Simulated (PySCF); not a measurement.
C5H3Cl, SMILES C#CC=C=CCl. Atoms are numbered in the order given.

```xyz
9

C      3.2864    -0.7415     0.7135
C      2.2887    -0.7101     0.0243
C      1.1412    -0.6799    -0.8173
C     -0.0928    -0.5023    -0.3880
C     -1.3194    -0.3404     0.0246
Cl    -2.0786     1.2121     0.1711
H      4.1648    -0.7667     1.3318
H      1.3090    -0.8164    -1.8956
H     -1.9617    -1.1786     0.3118
```
Charge 0, spin multiplicity 1.

The structure is a stationary point at PBE0-D3(BJ)/def2-SVP. The structure was generated by enumeration, and PubChem lists no compound with its InChIKey, so it may never have been made.

Two levels are set side by side: PBE/pcSseg-1 (PySCF) and PBE0/pcSseg-1 (PySCF). GIAO shifts against HCl (³⁵Cl), TMS (¹H), TMS (¹³C) at the same level; non-relativistic, no solvent, atoms listed together averaged. Without spin–orbit terms, shifts of atoms bonded to Cl or Br come out too high at both levels. Differences are taken from unrounded values.

| quantity | PBE0 |
|---|---|
| δ(¹³C) of C1 (ppm) | 96.5 |
| δ(¹³C) of C2 (ppm) | 78.7 |
| δ(¹³C) of C3 (ppm) | 92.3 |
| δ(¹³C) of C4 (ppm) | 234.0 |
| δ(¹³C) of C5 (ppm) | 104.3 |
| δ(³⁵Cl) of Cl6 (ppm) | 177.1 |
| δ(¹H) of H7 (ppm) | 3.60 |
| δ(¹H) of H8 (ppm) | 6.27 |
| δ(¹H) of H9 (ppm) | 6.66 |

Question: What does PBE give, and how far is it from PBE0? (The exact figures need the calculation; the answer reports its results.)

Answer: 
```tsv
quantity	PBE	PBE minus PBE0
δ(¹³C) of C1 (ppm)	94.8	-1.7
δ(¹³C) of C2 (ppm)	80.8	2.0
δ(¹³C) of C3 (ppm)	91.4	-0.9
δ(¹³C) of C4 (ppm)	231.1	-3.0
δ(¹³C) of C5 (ppm)	104.0	-0.3
δ(³⁵Cl) of Cl6 (ppm)	208.4	31.3
δ(¹H) of H7 (ppm)	3.53	-0.08
δ(¹H) of H8 (ppm)	6.31	0.04
δ(¹H) of H9 (ppm)	6.67	0.01
```

Rough cost on one machine, each run with all the roots and properties that it gave: PBE0 against PBE within a factor of 2.
